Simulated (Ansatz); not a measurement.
Total energies of C3H5Al (`C=[C]1[CH2][AlH]1`).

```xyz
9

C    -1.544   -0.329    0.407
C    -0.248   -0.050    0.355
C     0.562    0.639   -0.759
Al    1.584   -0.449    0.456
H    -2.245    0.040   -0.343
H    -1.964   -0.934    1.205
H     0.723    1.705   -0.557
H     0.241    0.494   -1.791
H     2.892   -1.116    1.026
```

The species carries charge 0 and has multiplicity 1. The geometry is a stationary point of PBE0-D4/def2-TZVP. Basis def2-TZVPP, the Gaussian-basis code of Ansatz.

RPA on PBE orbitals: Hartree–Fock energy of these orbitals -358.33204 Eh, correlation -0.95976 Eh (frozen core).

```tsv
functional	energy without D4 (Eh)	D4 term (kJ/mol)
LDA (SPW92)	-357.54541	–
B97M-V	-359.65521	–
PBE0	-359.44171	-13.2
B3LYP	-359.73360	-25.6
r2SCANh	-359.59516	-4.0
BHLYP	-359.62724	-19.7
CAM-B3LYP	-359.63672	-13.4
LC-ωPBE	-359.53103	–
ωB97X-V	-359.62617	–
ωB97M-V	-359.62713	–
```

Question: Give the same for PBE, revPBE, BLYP, r2SCAN, r2SCAN0, HSE06 (plane-wave form), B2PLYP, PBE-QIDH. (An estimate is asked.)

Answer: The calculation gave: 
```tsv
functional	energy without D4 (Eh)	D4 term (kJ/mol)
PBE	-359.40674	-15.8
revPBE	-359.62121	-49.5
BLYP	-359.65340	-35.1
r2SCAN	-359.60311	-3.7
r2SCAN0	-359.58410	-4.4
HSE06 (plane-wave form)	-359.42865	-12.3
B2PLYP	-359.47652	–
PBE-QIDH	-359.33039	–
```

B3LYP takes the VWN-RPA correlation (the form of Gaussian; ORCA's B3LYP/G). HSE06 is the plane-wave form, built on full-range PBE exchange. The double hybrids freeze the cores in their second-order part.

LC-ωPBE has ω = 0.4 bohr⁻¹.
